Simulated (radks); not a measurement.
The numbers below are computed, except where a source is named.
Sm24+, 38 electrons, occupied as [Kr] 5s2 (not the ground configuration). Code: a radial shooting solver on a logarithmic mesh with Libxc functionals. Model: Dirac Kohn-Sham, PBE, spin-unpolarised, spherical densities, point nucleus.

Spin-orbit splittings of the eigenvalues, e(l+1/2) - e(l-1/2), with zeta = 2 splitting/(2l+1) and mean radii in bohr:

shell  occ.  splitting (eV)  zeta (eV)  <r> j=l-1/2  <r> j=l+1/2
2p        6           603.3      402.2      0.08068      0.08729
3p        6               ?          ?       0.2419       0.2541
3d       10           27.34      10.94       0.2253       0.2291
4p        6           34.96      23.31       0.5346       0.5541
4d        0           7.300      2.920       0.5542       0.5599
5p        0           13.64      9.094       0.9683       0.9950

Estimate the 3p splitting.

Answer. 124.7 eV (zeta = 83.13 eV).
